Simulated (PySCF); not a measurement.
Dipole response of F (fluorine, neutral)

[He] 2s2 2p5, 2P determinant. Computed with PySCF 2.14 in aug-cc-pwCVTZ, with no relativity, point nucleus. Coupled (time-dependent) response in atomic units; α is the mean over directions.

| method | mean α (bohr³) | α xx, yy, zz | C₆ (like pair) | S(−4) |
| --- | --- | --- | --- | --- |
| UHF | 3.113 | 2.933, 3.203, 3.203 | 8.200 | 3.560 |
| PBE | 3.738 | 3.352, 3.931, 3.931 | 10.23 | 6.421 |
| PBE0 | 3.515 | 3.209, 3.668, 3.668 | 9.506 | 5.228 |
| r2SCAN0 | 3.424 | 3.150, 3.560, 3.560 | 9.376 | 4.581 |
| CAM-B3LYP | 3.553 | 3.244, 3.708, 3.708 | 9.615 | 5.479 |

S(−4) is the Cauchy moment in α(ω) = α(0) + S(−4) ω² + …

Reference α: 3.74 ± 0.08 bohr³ (recommended; Schwerdtfeger and Nagle, table of static dipole polarizabilities (2023 update)). Published C₆: 9.520 (Chu and Dalgarno (2004); Tang, Norbeck and Certain (1976)).

α(iu) at PBE:

```tsv
u (hartree)	α(iu) (bohr³)
0	3.738
0.0500	3.722
0.100	3.675
0.200	3.510
0.300	3.285
0.500	2.797
0.750	2.254
1.00	1.818
1.50	1.217
2.00	0.8577
3.00	0.4866
5.00	0.2174
```

A single London oscillator, α(iu) = α/(1 + u²/ω²), gives C₆ = (3/4) ω α². Matching the computed C₆ needs ω = 4 × 10.23 / (3 × 3.738²) = 0.976 hartree.

The components differ because the open shell of this determinant is not spherical; for a pure term their mean is the scalar polarisability.
